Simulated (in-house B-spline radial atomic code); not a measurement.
**wB97X excitations of Cu+**

Method: wB97X. Computed with an all-electron radial atomic-structure program (B-spline basis): linear response of the closed shell [Ar] 3d10 with the functional's adiabatic kernel; scalar-relativistic (spin-free one-electron X2C), finite nucleus, no spin-orbit coupling, no double excitations, S, P, D and F terms only. Only terms of natural parity with L up to 3 were computed.

Command:
```bash
python run_td.py task.json out
```
Settings (radii: box in bohr, nucleus in fm):
```
Z                        29
electrons                28
configuration            [Ar] 3d10
hamiltonian              x2c
method                   wb97x
box_radius               41.61
rms_radius               3.8823
intervals                75
```

Time taken, with all properties: 3.7 s on 1 thread of Arm Neoverse N1, with other jobs on the host.

The lowest states, in the order of their Tamm-Dancoff energies; the method's threshold (minus the highest occupied level) is 18.410 eV. Labels give the largest channel, * marks a mixed state, and oscillator strengths are full-response dipole values. Semilocal kernels can invert the small singlet-triplet splittings of Rydberg terms. Energies in eV:

| state | full response | Tamm-Dancoff | oscillator strength |
| --- | --- | --- | --- |
| 3d → 4s 3D | 2.190 | 2.210 | - |
| 3d → 4s 1D | ? | ? | - |
| 3d → 4p 1F | 7.788 | 7.803 | - |
| 3d → 4p 3P | 7.798 | 7.812 | - |
| 3d → 4p 3F | 7.859 | 7.871 | - |
| 3d → 4p 1P | 8.395 | 8.478 | 0.39 |
| 3d → 5s 3D | 11.954 | 11.959 | - |
| 3d → 5s 1D | 12.103 | 12.105 | - |
| 3d → 4d 3S | ? | ? | - |
| 3d → 4d 3D | 13.102 | 13.107 | - |

Problem. Where does 3d → 4s 1D lie?

Solution. At 2.507 eV in full response, 2.528 eV in Tamm-Dancoff.

Problem. Where does 3d → 4d 3S lie?

Solution. At 12.743 eV in full response, 12.762 eV in Tamm-Dancoff.

Problem. How large is the singlet-triplet splitting of 3d → 4s (D terms) in Tamm-Dancoff?

Solution. 0.318 eV, from the unrounded values.

Problem. What polarisabilities and dispersion coefficient does the method give?

Solution. Dipole 7.645 bohr³, quadrupole 59.89 bohr⁵, C6 25.92 hartree·bohr⁶ for two such species.
